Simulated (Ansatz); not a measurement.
C2H10BNSi (`CBNC[SiH3]`). Total charge 0; spin multiplicity 1. All single points use the PBE0-D4/def2-TZVP geometry. It is one conformer, not always the lowest.

```xyz
15

C     1.749   -1.283   -1.554
B     0.357   -1.020   -0.881
N    -0.025    0.250   -0.460
C    -1.262    0.616    0.203
Si   -0.968    1.210    1.973
H     2.317   -2.023   -0.980
H     2.373   -0.390   -1.659
H     1.618   -1.721   -2.549
H    -0.433   -1.911   -0.704
H     0.618    1.019   -0.581
H    -1.801    1.385   -0.364
H    -1.911   -0.263    0.227
H    -0.407    0.106    2.793
H     0.011    2.333    1.953
H    -2.237    1.691    2.585
```

(1) What is the dipole moment at PBE/def2-TZVPP? (Best estimate.)

(2) And with r2SCAN, B3LYP, ωB97M-V? (Estimate.)

(3) Give the Mulliken charges with PBE, r2SCAN, B3LYP in def2-TZVPP. (Best estimate.)

Results:

(1) Computed: 1.26 D, with components (-0.28, 1.22, -0.19) D in this frame, pointing from negative to positive charge.

(2) Ansatz gave: r2SCAN 1.22 D, B3LYP 1.22 D, ωB97M-V 1.22 D.

(3) Computed: 
```csv
atom,PBE,r2SCAN,B3LYP
C1,-0.35,-0.25,-0.32
B2,0.00,0.08,0.03
N3,-0.12,-0.19,-0.18
C4,-0.13,-0.10,-0.13
Si5,0.20,0.28,0.27
H6,0.10,0.06,0.09
H7,0.06,0.03,0.06
H8,0.10,0.06,0.09
H9,-0.03,-0.04,-0.02
H10,0.14,0.15,0.13
H11,0.10,0.07,0.10
H12,0.09,0.07,0.09
H13,-0.05,-0.07,-0.06
H14,-0.06,-0.08,-0.07
H15,-0.06,-0.08,-0.07
```

B3LYP here is the variant with VWN-RPA as its local correlation; programs differ in this.
